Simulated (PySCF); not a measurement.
## Bonding in `CCn1nncc1[SiH3]`

Species: C4H9N3Si.
Numbering: `[CH3:1][CH2:2][n:3]1[n:4][n:5][cH:6][c:7]1[SiH3:8]` (hydrogens: H9, H10, H11 on C1; H12, H13 on C2; H14 on C6; H15, H16, H17 on Si8)

Cartesian coordinates in Å at the GFN2-xTB level; atoms count from 1:
```
atom  x, y, z in Å
C1     2.031   -0.599    0.364
C2     1.257   -0.116   -0.860
N3     0.188    0.767   -0.488
N4     0.332    2.079   -0.603
N5    -0.732    2.653   -0.177
C6    -1.596    1.712    0.228
C7    -1.026    0.462    0.038
Si8   -1.706   -1.242    0.387
H9     1.378   -1.157    1.031
H10    2.847   -1.245    0.052
H11    2.441    0.251    0.904
H12    0.844   -0.966   -1.409
H13    1.917    0.455   -1.517
H14   -2.560    1.962    0.622
H15   -1.133   -1.741    1.641
H16   -3.157   -1.126    0.491
H17   -1.333   -2.137   -0.713
```

Bond orders from the PBE0/pcSseg-1 density (PySCF). The structure is a single GFN2-xTB conformer in the gas phase; no vibrational or solvent corrections.

Question: Where do the orders between heavy atoms depart from those drawn in the SMILES?

Answer: The largest departure is 0.412, at C7–N3 (drawn aromatic, 1.088), counting aromatic bonds as 1.5. The bonds drawn aromatic range from 1.09 to 1.45.

Question: Set the Mayer orders of the bonds beside their lengths.

Answer: 
```json
{"bond": "C1–C2", "drawn as": "single", "length (Å)": "1.526", "Mayer order": "1.055"}
{"bond": "C2–N3", "drawn as": "single", "length (Å)": "1.436", "Mayer order": "0.882"}
{"bond": "N3–N4", "drawn as": "aromatic", "length (Å)": "1.325", "Mayer order": "1.195"}
{"bond": "N4–N5", "drawn as": "aromatic", "length (Å)": "1.282", "Mayer order": "1.453"}
{"bond": "N5–C6", "drawn as": "aromatic", "length (Å)": "1.340", "Mayer order": "1.387"}
{"bond": "C6–C7", "drawn as": "aromatic", "length (Å)": "1.387", "Mayer order": "1.414"}
{"bond": "C7–Si8", "drawn as": "single", "length (Å)": "1.867", "Mayer order": "0.893"}
{"bond": "C7–N3", "drawn as": "aromatic", "length (Å)": "1.358", "Mayer order": "1.088"}
{"bond": "C1–H9", "drawn as": "single", "length (Å)": "1.087", "Mayer order": "0.957"}
{"bond": "C1–H10", "drawn as": "single", "length (Å)": "1.086", "Mayer order": "0.964"}
{"bond": "C1–H11", "drawn as": "single", "length (Å)": "1.088", "Mayer order": "0.960"}
{"bond": "C2–H12", "drawn as": "single", "length (Å)": "1.093", "Mayer order": "0.941"}
{"bond": "C2–H13", "drawn as": "single", "length (Å)": "1.093", "Mayer order": "0.939"}
{"bond": "C6–H14", "drawn as": "single", "length (Å)": "1.070", "Mayer order": "0.989"}
{"bond": "Si8–H15", "drawn as": "single", "length (Å)": "1.466", "Mayer order": "0.936"}
{"bond": "Si8–H16", "drawn as": "single", "length (Å)": "1.459", "Mayer order": "0.954"}
{"bond": "Si8–H17", "drawn as": "single", "length (Å)": "1.467", "Mayer order": "0.934"}
```

By pair of heavy elements: C–C: lowest C1–C2 (1.055, 1.526 Å), highest C6–C7 (1.414, 1.387 Å). C–N: lowest C2–N3 (0.882, 1.436 Å), highest N5–C6 (1.387, 1.340 Å). N–N: lowest N3–N4 (1.195, 1.325 Å), highest N4–N5 (1.453, 1.282 Å).

Question: Sum the orders of all bonds at each heavy atom with more than one neighbour and set the sums beside the valence in the SMILES.

Answer: C1 3.936 (drawn 4), C2 3.817 (drawn 4), N3 3.165 (drawn 3), N4 2.648 (drawn 3), N5 2.840 (drawn 3), C6 3.790 (drawn 4), C7 3.395 (drawn 4), Si8 3.717 (drawn 4). Orders between atoms that aren't bonded are not in these sums.

The Mayer order sums products of elements of PS (density times overlap matrix) between the two atoms' basis functions, so it depends on the basis set.
